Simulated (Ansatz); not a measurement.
`C[O][Ga]([OH])[OH]` + `O[SiH2]CS` → `CSC[SiH2]O` + `[OH][Ga]([OH])[OH]`  (substitution at a C–O bond)

Computed with Ansatz on PBE0-D4/def2-TZVP structures; ΔE is electronic, products minus reactants. CBS: MP2 limit from def2 TZ/QZ plus the TZ coupled-cluster correction, frozen cores. Functionals use def2-TZVPP. B3LYP here is the variant with VWN-RPA as its local correlation; programs differ in this. For Ga outer-core shells are correlated without core-valence functions, which leaves a few kJ/mol of doubt a bond. Scalar relativity is left out up to krypton. One conformer a species, not always the lowest.

(1) Is it downhill or uphill in electronic energy at CCSD(T)/CBS, and by how much? (Estimate.)

(2) What do these levels give: r2SCAN-D4, PBE0-D4, B3LYP-D4, ωB97X-V, PBE0, B3LYP, SCS-MP2/def2-TZVPP, CCSD/def2-TZVPP, HF/def2-QZVPP, MP2/def2-QZVPP, SCS-MP2/def2-QZVPP, CCSD/CBS(def2)? (An estimate is asked.)

Largest T1 diagnostic among the species: 0.014.

Results:

(1) The calculation gave: Downhill: ΔE = -0.61 eV.

(2) Computed: r2SCAN-D4 -0.59, PBE0-D4 -0.61, B3LYP-D4 -0.55, ωB97X-V -0.55, PBE0 -0.58, B3LYP -0.51, SCS-MP2/def2-TZVPP -0.57, CCSD/def2-TZVPP -0.54, HF/def2-QZVPP -0.43, MP2/def2-QZVPP -0.67, SCS-MP2/def2-QZVPP -0.60, CCSD/CBS(def2) -0.59 eV.

The D4 term adds −0.04 eV with B3LYP and −0.02 eV with PBE0; it sums over pairs of atoms, weighted by their polarisabilities, and B3LYP, whose exchange is more repulsive, gets the larger term. In def2-TZVPP, CCSD(T) changes the Hartree–Fock value by −0.13 eV (the triples alone add −0.02 eV) and MP2 by −0.21 eV.
